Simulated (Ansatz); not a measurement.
The cluster Pd4O3⁺, relaxed as a doublet with UKS PBE-D4/def2-SVP in Ansatz, starting from the GFN2-xTB geometry. Force threshold 0.02 eV/Å.

In the def2 sets Pd takes a core potential; there is no spin–orbit coupling. The charge 1 doublet is spin-contaminated (final ⟨S²⟩ up to 0.95, 0.75 for a pure state). The structure comes from a short search, and lower isomers may exist.

Start:

```xyz
7

Pd   -2.0452   -1.2767   -1.8161
Pd    1.5778    0.6567    0.6943
Pd   -0.8760    0.1825    0.7823
Pd    0.2688   -0.5054   -1.2101
O    -2.2879   -0.5722   -0.1634
O     0.4698    0.9819    1.8477
O     2.8927    0.5333   -0.1348
```

```
         step  energy (eV)  largest force component (eV/Å)  SCF passes
            1  -20040.2789                          10.429          97
            2  -20042.3452                           2.884          63
            3  -20042.6913                           0.760          77
            4  -20042.8560                           0.839          65
            5  -20043.0588                           1.366          66
            6  -20043.4271                           1.975         174
            7  -20043.7596                           0.958          66
            8  -20043.8232                           0.351          55
            9  -20043.8337                           0.238          60
           10  -20043.8343                           0.179          51
           11  -20043.8352                           0.085          58
           12  -20043.8366                           0.178          66
           13  -20043.8416                           0.048          60
           14  -20043.8455                           0.034          60
15 (rejected)  -20043.8391                           0.366          72
           16  -20043.8491                           0.055          65
           17  -20043.8493                           0.063          49
18 (rejected)  -20043.8491                           0.113          58
           19  -20043.8504                           0.016          49
```

Force components are those of the run's own axes.

End:

Cartesian coordinates in Å:
```
Pd -1.596 -1.540 -1.641
Pd 1.638 0.523 0.980
Pd -1.006 0.393 0.894
Pd 0.595 -0.111 -1.402
O -2.229 -0.405 -0.275
O 0.242 0.981 2.161
O 2.355 0.159 -0.716
```

Bonds formed: Pd4–O7 (atoms count from 1).

No frequencies were taken in this run, so the end may be a saddle point.

It took 5.8 min on 4 threads of Intel Xeon on a shared host.
